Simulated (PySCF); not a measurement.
Point-charge models of methylfluoroisocyanate silane, `F[Si@H](C)N=C=O` against its computed dipole.

Coordinates (PBE0-D3(BJ)/def2-SVP, Å) and charges (e) from the PBE0/pcSseg-1 density (PySCF):

```tsv
atom	x	y	z	Mulliken	IAO	Hirshfeld	ESP-fitted
C1	-1.486	0.459	0.048	-0.6561	-0.7575	-0.2111	-0.7446
Si2	-0.113	-0.727	-0.313	+1.0961	+1.3470	+0.4948	+1.0174
F3	-0.039	-0.985	-1.913	-0.4207	-0.5313	-0.2086	-0.3495
N4	1.386	-0.052	0.170	-0.6958	-0.5965	-0.2323	-0.6184
C5	2.464	0.372	0.477	+0.6649	+0.5486	+0.2562	+0.6881
O6	3.508	0.789	0.785	-0.3322	-0.3626	-0.1890	-0.3955
H7	-1.306	1.416	-0.465	+0.1592	+0.1684	+0.0548	+0.2043
H8	-2.451	0.057	-0.296	+0.1570	+0.1675	+0.0548	+0.1871
H9	-1.557	0.655	1.129	+0.1548	+0.1676	+0.0536	+0.1802
H10	-0.266	-2.051	0.338	-0.1271	-0.1512	-0.0730	-0.1690
```

**Question.** Compute μ = Σ q r for each scheme (1 e·Å = 4.803 D) and compare with the dipole of the full density.

**Answer.** The full density gives (-2.40, 0.03, 1.04) D, 2.61 D in size; dipole vectors point from the negative to the positive end.

```csv
scheme,μx,μy,μz,size (D),share of the full size (%),angle to the full dipole (°)
Mulliken,-2.04,-0.32,1.82,2.75,105,20
IAO,-2.91,-0.90,2.13,3.72,142,19
Hirshfeld,-1.72,-0.13,0.78,1.89,72,5
ESP-fitted,-2.43,0.01,1.07,2.65,102,1
```

**Question.** Which set comes closest?

**Answer.** Length of the difference vector: ESP-fitted 0.05 D, Hirshfeld 0.74 D, Mulliken 0.93 D, IAO 1.52 D. Closest: ESP-fitted. 

**Question.** What is left for the Hirshfeld atoms' own dipoles?

**Answer.** The Hirshfeld atoms' densities add up to the full density, so μ = Σ q r + Σ (atomic dipoles). The atomic dipoles sum to (-2.40, 0.03, 1.04) − (-1.72, -0.13, 0.78) = (-0.68, 0.16, 0.26) D, 0.74 D in size.

**Question.** With the origin at the mean of the coordinates, (0.014, -0.007, -0.004) Å, which are the largest single terms, by size, of the Hirshfeld dipole along the direction of the full one?

**Answer.** O6 +2.61, C5 -2.52, C1 -1.42, N4 +1.33, F3 +0.73 D; all 10 atoms together +1.89 D. The single terms depend on the origin, their sum doesn't.

**Question.** Give the size of the full dipole in other units.

**Answer.** 2.61 D = 1.028 au = 0.544 e·Å = 8.72 × 10⁻³⁰ C·m.

Isolated species at its PBE0-D3(BJ)/def2-SVP geometry, gas phase.
